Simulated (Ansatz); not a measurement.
```xyz
6

C     0.0000    0.0000   -0.7812
C     0.0000    0.0000    0.7812
H     0.0000   -1.0071   -1.4068
H     0.0000    1.0071   -1.4068
H    -1.0071    0.0000    1.4068
H     1.0071    0.0000    1.4068
```

Basis set: cc-pVDZ (spherical functions). Left uncorrelated: 2 orbitals. Charge 0, multiplicity 3.

Computed with Ansatz (development build ahead of 0.2.0); each method stands on the lowest determinant of its kind that the runs found.

**Question.** Give the atomization energy at this shape (free ground-state atoms in the same class of orbitals less the molecule, no zero-point energy) of triplet C2H4 by UHF-MP2, UHF.

**Answer.**

```csv
method,atomization energy
UHF-MP2,1861.4 kJ/mol
UHF,1502.3 kJ/mol
```

Caution: another spin multiplicity may lie lower; the shape is not the minimum.
